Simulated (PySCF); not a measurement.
**Working out the ionisation energy of Mo⁺**

Mo⁺ [Kr] 4d5 (6S) → Mo²⁺ [Kr] 4d4 (5D). Computed with PySCF 2.14 in aug-cc-pVDZ-PP with ECP28MDF, with a scalar-relativistic core potential. Frozen: 4s2 4p6. Energies in hartree (1 hartree = 27.21139 eV):

```tsv
part	Mo⁺ (lower)	Mo²⁺ (upper)
UHF	-67.114292	-66.557901
MP2 opposite-spin	0.000000	0.000000
MP2 same-spin	-0.045751	-0.024570
```

**Question.** What does Hartree-Fock give?

**Answer.** (-66.557901) − (-67.114292) = 0.556391 hartree = 15.140 eV.

**Question.** What do MP2 and SCS-MP2 (6/5 opposite-spin, 1/3 same-spin) give?

**Answer.** The opposite-spin parts differ by 0.000 eV and the same-spin parts by 0.576 eV. MP2: 15.140 + (0.000) + (0.576) = 15.716 eV. SCS-MP2: 15.140 + 1.2 × (0.000) + (0.576)/3 = 15.332 eV.

Reference: 16.16 ± 0.12 eV (semi-empirical (NIST evaluation); NIST Atomic Spectra Database, ionization energies), between the lowest levels; spin-orbit coupling is absent from the calculation.

A double-zeta basis recovers only part of the correlation energy.

What remains against the reference includes basis incompleteness, the frozen core and correlation beyond second order.
